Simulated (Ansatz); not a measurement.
Consider the silylene formation by 1,1-elimination: `CO[SiH2][NH][GeH3]` → `[NH2][GeH3]` + `CO[SiH]`.

Program: Ansatz. Geometries: PBE0-D4/def2-TZVP. ΔE: electronic, gas phase. CCSD(T)/CBS is the MP2 limit (def2-TZVPP, def2-QZVPP) plus CCSD(T) − MP2 in def2-TZVPP, frozen cores. Functionals use def2-TZVPP. B3LYP here is the variant with VWN-RPA as its local correlation; programs differ in this. For Ge outer-core shells are correlated without core-valence functions, which leaves a few kJ/mol of doubt a bond. Scalar relativity is left out up to krypton. One conformer a species, not always the lowest.

`CO[SiH2][NH][GeH3]`:

Cartesian coordinates in Å:
```
C 0.107 2.594 0.023
O 0.154 1.262 0.471
Si 0.859 0.060 -0.406
N 0.532 -1.463 0.281
Ge -1.105 -2.307 0.301
H -0.541 3.162 0.694
H -0.300 2.667 -0.993
H 1.101 3.057 0.030
H 2.334 0.258 -0.441
H 0.293 0.122 -1.782
H 1.201 -1.813 0.950
H -1.810 -2.129 1.658
H -1.929 -1.660 -0.819
H -0.896 -3.808 0.034
```

`[NH2][GeH3]`:

Cartesian coordinates in Å:
```
N -0.414 1.083 0.082
Ge 0.075 -0.691 -0.027
H 0.001 1.570 0.865
H -0.213 1.610 -0.757
H -0.674 -1.286 -1.229
H 1.592 -0.928 -0.219
H -0.367 -1.357 1.285
```

`CO[SiH]`:

Cartesian coordinates in Å:
```
C 0.615 0.491 -0.086
O 0.253 -0.651 0.658
Si -1.134 -1.524 0.662
H 0.856 1.306 0.600
H -0.200 0.801 -0.749
H 1.502 0.265 -0.682
H -1.892 -0.689 -0.403
```

**Question.** Is it downhill or uphill in electronic energy at CCSD(T)/CBS, and by how much? (An estimate is asked.)

**Answer.** Ansatz gave: Uphill: ΔE = +2.66 eV.

**Question.** What do these levels give: PBE-D4, r2SCAN-D4, PBE0-D4, B3LYP-D4, ωB97X-V, ωB97M-V, B3LYP, HF/def2-TZVPP, MP2/def2-TZVPP, CCSD/def2-TZVPP, SCS-MP2/def2-QZVPP, HF/CBS(def2)? (Estimate.)

**Answer.** Computed: PBE-D4 2.48, r2SCAN-D4 2.77, PBE0-D4 2.67, B3LYP-D4 2.55, ωB97X-V 2.72, ωB97M-V 2.57, B3LYP 2.38, HF/def2-TZVPP 2.64, MP2/def2-TZVPP 2.79, CCSD/def2-TZVPP 2.60, SCS-MP2/def2-QZVPP 2.74, HF/CBS(def2) 2.66 eV.

Largest T1 diagnostic among the species: 0.015.

The D4 term adds +0.17 eV with B3LYP and +0.10 eV with PBE0; it sums over pairs of atoms, weighted by their polarisabilities, and B3LYP, whose exchange is more repulsive, gets the larger term. From PBE to PBE0 (25 % exact exchange), in def2-TZVPP and without D4, ΔE moves by +0.21 eV.
